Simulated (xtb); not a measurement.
xtb input (GFN1-xTB):

```bash
xtb mol.xyz --gfn 1 --sp --chrg 0 --uhf 0
```
mol.xyz:
```
19

N     -3.64668709    -0.55733848     0.12832114
C     -2.45574685     0.18241227    -0.29349410
C     -1.19186190    -0.49046032     0.22430570
C      0.08409719     0.26097556    -0.14847126
C      1.35821290    -0.41827091     0.36762722
Si     2.94087953     0.49525760    -0.07466496
H     -4.49048754    -0.09250532    -0.18509327
H     -3.65041513    -1.48445117    -0.28268819
H     -2.52415321     1.19010765     0.12630644
H     -2.37637601     0.30139038    -1.38522387
H     -1.13770884    -1.51062588    -0.17410521
H     -1.26558100    -0.58689626     1.31100419
H      0.02715508     1.28053953     0.24743521
H      0.13933500     0.36343892    -1.23741887
H      1.42479662    -1.43701331    -0.02866599
H      1.31062421    -0.52133259     1.45670504
H      3.07668602     0.60879090    -1.54865178
H      4.12990123    -0.21791269     0.45366075
H      2.92251168     1.86629298     0.49399172
```

Output:

```
           -------------------------------------------------
          |                Calculation Setup                |
           -------------------------------------------------

           -------------------------------------------------
          |                 G F N 1 - x T B                 |
           -------------------------------------------------

        Reference                      10.1021/acs.jctc.7b00118
      * Hamiltonian:
        H0-scaling (s, p, d)           1.850000    2.250000    2.000000
        zeta-weighting                 0.000000
      * Dispersion:
        s8                             2.400000
        a1                             0.630000
        a2                             5.000000
        s9                             0.000000
      * Repulsion:
        kExp                           1.500000
        rExp                           1.000000
      * Coulomb:
        alpha                          2.000000
        third order                    atomic
        anisotropic                    false
      * Halogen bond correction:
        rad-scale                      1.300000
        damping                        0.440000

          ...................................................
          :                      SETUP                      :
          :.................................................:
          :  # basis functions                  56          :
          :  # atomic orbitals                  55          :
          :  # shells                           39          :
          :  # electrons                        38          :
          :  # halogen bonds                     0          :
          :  max. iterations                   250          :
          :  Hamiltonian                  GFN1-xTB          :
          :  restarted?                      false          :
          :  GBSA solvation                  false          :
          :  PC potential                    false          :
          :  electronic temp.          300.0000000     K    :
          :  accuracy                    1.0000000          :
          :  -> integral cutoff          0.2500000E+02      :
          :  -> integral neglect         0.1000000E-07      :
          :  -> SCF convergence          0.1000000E-05 Eh   :
          :  -> wf. convergence          0.2000000E-04 e    :
          :  Broyden damping             0.4000000          :
          :  net charge                          0          :
          :  unpaired electrons                  0          :
          ...................................................

 iter      E             dE          RMSdq      gap      omega  full diag
   1    -20.7346660 -0.207347E+02  0.715E+00    4.77       0.0  T
   2    -20.7677718 -0.331058E-01  0.435E+00    5.25       1.0  T
   3    -20.7681858 -0.413945E-03  0.510E-01    5.55       1.0  T
   4    -20.7703020 -0.211624E-02  0.833E-02    5.66       1.0  T
   5    -20.7703972 -0.951469E-04  0.117E-02    5.60       2.0  T
   6    -20.7703994 -0.226980E-05  0.231E-03    5.58       9.9  T
   7    -20.7703995 -0.678872E-07  0.954E-04    5.57      24.1  T
   8    -20.7703995 -0.471600E-08  0.181E-04    5.57     126.8  T
   9    -20.7703995 -0.855422E-10  0.537E-05    5.57     427.3  T

   *** convergence criteria satisfied after 9 iterations ***

         #    Occupation            Energy/Eh            Energy/eV
      -------------------------------------------------------------
         1        2.0000           -0.7459947             -20.2995
       ...           ...                  ...                  ...
        13        2.0000           -0.4896735             -13.3247
        14        2.0000           -0.4752088             -12.9311
        15        2.0000           -0.4682407             -12.7415
        16        2.0000           -0.4676055             -12.7242
        17        2.0000           -0.4663697             -12.6906
        18        2.0000           -0.4370619             -11.8931
        19        2.0000           -0.4020512             -10.9404 (HOMO)
        20                         -0.1973628              -5.3705 (LUMO)
        21                         -0.1809823              -4.9248
        22                         -0.1773092              -4.8248
        23                         -0.1302802              -3.5451
        24                         -0.1136020              -3.0913
       ...                                ...                  ...
        55                          1.3240459              36.0291
      -------------------------------------------------------------
                  HL-Gap            0.2046884 Eh            5.5699 eV
             Fermi-level           -0.2997070 Eh           -8.1554 eV

 SCC (total)                   0 d,  0 h,  0 min,  0.017 sec
 SCC setup                      ...        0 min,  0.000 sec (  0.552%)
 Dispersion                     ...        0 min,  0.000 sec (  0.289%)
 classical contributions        ...        0 min,  0.000 sec (  0.131%)
 integral evaluation            ...        0 min,  0.004 sec ( 22.167%)
 iterations                     ...        0 min,  0.003 sec ( 18.741%)
 molecular gradient             ...        0 min,  0.010 sec ( 57.245%)
 printout                       ...        0 min,  0.000 sec (  0.829%)

         :::::::::::::::::::::::::::::::::::::::::::::::::::::
         ::                     SUMMARY                     ::
         :::::::::::::::::::::::::::::::::::::::::::::::::::::
         :: total energy             -20.531413335883 Eh    ::
         :: gradient norm              0.034085418503 Eh/a0 ::
         :: HOMO-LUMO gap              5.569854801189 eV    ::
         ::.................................................::
         :: SCC energy               -20.770399493346 Eh    ::
         :: -> electrostatic           0.022233571942 Eh    ::
         :: repulsion energy           0.245831155499 Eh    ::
         :: dispersion energy         -0.006844998036 Eh    ::
         :: halogen bond corr.         0.000000000000 Eh    ::
         :: add. restraining           0.000000000000 Eh    ::
         :: total charge               0.000000000000 e     ::
         :::::::::::::::::::::::::::::::::::::::::::::::::::::

           -------------------------------------------------
          |                Property Printout                |
           -------------------------------------------------

    * Orbital Energies and Occupations

         #    Occupation            Energy/Eh            Energy/eV
      -------------------------------------------------------------
         1        2.0000           -0.7459947             -20.2995
       ...           ...                  ...                  ...
         7        2.0000           -0.5695072             -15.4971
         8        2.0000           -0.5504829             -14.9794
         9        2.0000           -0.5414108             -14.7325
        10        2.0000           -0.5250290             -14.2868
        11        2.0000           -0.5056925             -13.7606
        12        2.0000           -0.4982058             -13.5569
        13        2.0000           -0.4896735             -13.3247
        14        2.0000           -0.4752088             -12.9311
        15        2.0000           -0.4682407             -12.7415
        16        2.0000           -0.4676055             -12.7242
        17        2.0000           -0.4663697             -12.6906
        18        2.0000           -0.4370619             -11.8931
        19        2.0000           -0.4020512             -10.9404 (HOMO)
        20                         -0.1973628              -5.3705 (LUMO)
        21                         -0.1809823              -4.9248
        22                         -0.1773092              -4.8248
        23                         -0.1302802              -3.5451
        24                         -0.1136020              -3.0913
        25                         -0.1070092              -2.9119
        26                         -0.1000330              -2.7220
        27                         -0.0920802              -2.5056
        28                         -0.0789451              -2.1482
        29                         -0.0750434              -2.0420
        30                         -0.0658164              -1.7910
       ...                                ...                  ...
        55                          1.3240459              36.0291
      -------------------------------------------------------------
                  HL-Gap            0.2046884 Eh            5.5699 eV
             Fermi-level           -0.2997070 Eh           -8.1554 eV

  Mulliken/CM5 charges         n(s)   n(p)   n(d)
     1N    -0.49278 -0.94657   1.457  4.036  0.000
     2C     0.09532  0.03916   1.002  2.902  0.000
     3C    -0.05702 -0.16297   1.034  3.023  0.000
     4C    -0.02547 -0.13201   1.026  3.000  0.000
     5C    -0.14878 -0.21834   1.028  3.121  0.000
     6Si    0.23812 -0.05722   1.311  1.932  0.518
     7H     0.19314  0.37989   0.807  0.000  0.000
     8H     0.18996  0.37700   0.810  0.000  0.000
     9H     0.01686  0.08154   0.983  0.000  0.000
    10H     0.00451  0.06609   0.995  0.000  0.000
    11H     0.02222  0.07973   0.978  0.000  0.000
    12H     0.02974  0.08789   0.970  0.000  0.000
    13H     0.02527  0.08183   0.975  0.000  0.000
    14H     0.02407  0.08060   0.976  0.000  0.000
    15H     0.05116  0.10959   0.949  0.000  0.000
    16H     0.05219  0.11063   0.948  0.000  0.000
    17H    -0.07368  0.00688   1.074  0.000  0.000
    18H    -0.07169  0.00884   1.072  0.000  0.000
    19H    -0.07314  0.00744   1.073  0.000  0.000

Wiberg/Mayer (AO) data.
largest (>0.10) Wiberg bond orders for each atom

 ---------------------------------------------------------------------------
     #   Z sym  total        # sym  WBO       # sym  WBO       # sym  WBO
 ---------------------------------------------------------------------------
     1   7 N    2.950 --     2 C    0.994     8 H    0.959     7 H    0.955
     2   6 C    3.977 --     3 C    1.004     1 N    0.994     9 H    0.982
                            10 H    0.976
     3   6 C    3.996 --     2 C    1.004     4 C    1.002    11 H    0.978
                            12 H    0.978
     4   6 C    3.996 --     3 C    1.002    13 H    0.974    14 H    0.973
                             5 C    0.971
     5   6 C    3.956 --     6 Si   1.062     4 C    0.971    15 H    0.925
                            16 H    0.925
     6  14 Si   4.072 --     5 C    1.062    19 H    0.935    17 H    0.935
                            18 H    0.934
     7   1 H    0.971 --     1 N    0.955
     8   1 H    0.973 --     1 N    0.959
     9   1 H    1.013 --     2 C    0.982
    10   1 H    1.006 --     2 C    0.976
    11   1 H    1.007 --     3 C    0.978
    12   1 H    1.009 --     3 C    0.978
    13   1 H    1.005 --     4 C    0.974
    14   1 H    1.005 --     4 C    0.973
    15   1 H    1.000 --     5 C    0.925
    16   1 H    1.000 --     5 C    0.925
    17   1 H    0.989 --     6 Si   0.935
    18   1 H    0.989 --     6 Si   0.934
    19   1 H    0.989 --     6 Si   0.935
 ---------------------------------------------------------------------------

Topologies differ in total number of bonds
Writing topology from bond orders to xtbtopo.mol

 dipole moment from electron density (au)
     X       Y       Z
  -0.5185  -0.2673  -0.5676  total (Debye):    2.069

           -------------------------------------------------
          | TOTAL ENERGY              -20.531413335883 Eh   |
          | GRADIENT NORM               0.034085418503 Eh/α |
          | HOMO-LUMO GAP               5.569854801189 eV   |
           -------------------------------------------------

------------------------------------------------------------------------
Note: The following floating-point exceptions are signalling: IEEE_DENORMAL
normal termination of xtb
------------------------------------------------------------------------
 total:
 SCF:
```
